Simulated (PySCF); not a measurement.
# Polarisability and C₆ of Se (selenium, neutral)

[Ar] 3d10 4s2 4p3 5s1, high-spin 5S determinant (an excited configuration). Calculation: PySCF 2.14, in aug-cc-pVQZ-PP with one added diffuse shell each of s, p, d, f, g type with ECP10MDF (8s7p6d4f3g, 114 functions); a scalar-relativistic core potential. Coupled (time-dependent) response in atomic units; α is the mean over directions.

```json
{"method": "UHF", "mean α (bohr³)": "654.7", "C₆ (like pair)": "13890", "S(−4)": "372800"}
{"method": "PBE", "mean α (bohr³)": "491.9", "C₆ (like pair)": "9109", "S(−4)": "212200"}
{"method": "PBE0", "mean α (bohr³)": "547.2", "C₆ (like pair)": "10640", "S(−4)": "262000"}
```

S(−4) is the Cauchy moment in α(ω) = α(0) + S(−4) ω² + …

α(iu) at PBE0:

```csv
u (hartree),α(iu) (bohr³)
0,547.2
0.0500,253.3
0.100,103.9
0.200,38.25
0.300,22.63
0.500,12.12
0.750,7.110
1.00,4.681
1.50,2.480
2.00,1.552
3.00,0.7956
5.00,0.3395
```

Energies and moments cover only the electrons outside the core potential. The outer electron is Rydberg-like, and this basis confines it to a smaller radius and binds it less than a complete one would.
